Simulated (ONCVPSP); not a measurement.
Configuration tests for Gd (ONCV)

ONCVPSP 4.0.1 input, shortened (lines: element, Z, core and valence counts, functional; n l f; lmax; l rc ep ncon nbas qcut; lloc lpopt rc5 dvloc0; l nproj debl; icmod fcfact rcfact), PBE, scalar-relativistic:

```
  Gd 64.00    9    5        4      upf
    1    0    2.00
    2    0    2.00
    2    1    6.00
    3    0    2.00
    3    1    6.00
    3    2   10.00
    4    0    2.00
    4    1    6.00
    4    2   10.00
    4    3    7.00
    5    0    2.00
    5    1    6.00
    5    2    1.00
    6    0    0.50
    3
    0    1.90    0.00    5   10    5.80
    1    1.60    0.00    3    6    4.70
    2    3.20    0.00    3    8    4.70
    3    1.45    0.00    4    9   14.20
    4    3    1.05    0.00
    0    2    2.20
    1    2    4.00
    2    1    3.50
    3    2    1.00
    3    1.75    1.60
```

Energies are relative to the spin-unpolarised reference configuration 4f7 5s2 5p6 5d1 6s0.5; without spin polarisation the order of configurations can differ from experiment.

```csv
valence configuration,charge,ΔE all-electron (eV),error AE − PS (meV)
4f7 5s2 5p6 5d1 6s0,+2,6.770,-2.3
4f7 5s2 5p6 5d1 6s1.5,+0.5,-9.297,+1.3
```

(1) What are ΔE and the potential's error for 4f7 5s2 5p6 5d1 6s1?

(2) What are ΔE and the potential's error for 4f7 5s2 5p6 5d1 6s2?

Levels in the configuration 4f7 5s2 5p6 5d1 6s1.5:

```csv
level,all-electron (eV),pseudo (eV)
4f,-11.710,-11.684
5s,-52.757,-52.749
5p,-30.281,-30.274
5d,-5.342,-5.342
6s,-6.621,-6.619
```

Note: ghosts flagged at negative energy: s at -17.8 eV; GHOST(+) flagged for p at 181.1 eV. A true bound ghost makes a file unfit for plane-wave use.

## Answers

(1) ΔE = -5.330 eV all-electron; the error (AE − PS) is +1.0 meV.

(2) ΔE = -11.976 eV all-electron; the error (AE − PS) is +1.3 meV.
